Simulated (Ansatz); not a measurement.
CH₆OSSi (`CO[SiH2]S`). The species carries charge 0 and has multiplicity 1.

```
atom   x (Å)   y (Å)   z (Å)
  C1  -1.201  -1.142   0.262
  O2  -0.196  -0.511  -0.500
 Si3   0.454   0.934  -0.080
  S4   2.121   1.360  -1.318
  H5  -1.335  -2.153  -0.124
  H6  -0.925  -1.207   1.321
  H7  -2.155  -0.609   0.183
  H8   0.842   0.882   1.355
  H9  -0.493   2.056  -0.309
 H10   2.888   0.391  -0.790
```

Task: List the harmonic frequencies (cm⁻¹, unscaled) at PBE0-D4/def2-TZVP in Ansatz. (Best estimate.)

Result: Ansatz gave: 52, 96, 146, 199, 266, 516, 539, 734, 781, 802, 900, 958, 1141, 1181, 1213, 1480, 1494, 1499, 2210, 2226, 2710, 3015, 3077, 3126.

Task: Is this a minimum?

Result: Yes, all 24 modes are real.

Task: Give the ideal-gas thermochemistry at 298.15 K and 1 bar (rigid rotor, harmonic oscillator; point group C1, symmetry number 1).

Result: Zero-point energy 181.6 kJ/mol; H(298) − E = 202.2 kJ/mol; entropy 346.2 J/(mol·K), of which translation 165.5, rotation 109.1, vibration 71.5; G(298) − E = 99.0 kJ/mol. Modes under 100 cm⁻¹ are hindered rotations or soft bends, so the harmonic entropy is rough.

Task: Rotational constants (cm⁻¹)?

Result: 0.5333, 0.06716, 0.06241.
